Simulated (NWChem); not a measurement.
Molecule: SiHSClF2; SMILES F[Si](F)(S)Cl

```xyz
6

F     -1.3038    -0.0063    -1.2921
Si    -0.3319     0.0009     0.0011
F     -1.2776    -0.1321     1.3105
S      0.7412     1.8271    -0.0485
Cl     0.8732    -1.6566    -0.0276
H      1.5644     1.4292     0.9631
```
Atoms are numbered in this order, from 1.

Computed with NWChem. Pople sets run with spherical d functions. The geometry was optimised at PBE-D3(BJ)/def2-SVP. Static field.

| level | isotropic polarisability (bohr³) | anisotropy (bohr³) |
|---|---|---|
| PBE/6-31+G* | ___ | ___ |
| B3LYP/6-31+G* | 51.2 | 19.2 |
| LC-BLYP (range parameter 0.33 per bohr)/6-31+G* | 51.1 | 18.4 |
| Hartree-Fock/6-31+G* | 45.6 | 16.1 |

Q: What belongs in the gaps?

A: 
- PBE/6-31+G*, isotropic polarisability (bohr³): 53.3
- PBE/6-31+G*, anisotropy (bohr³): 20.2
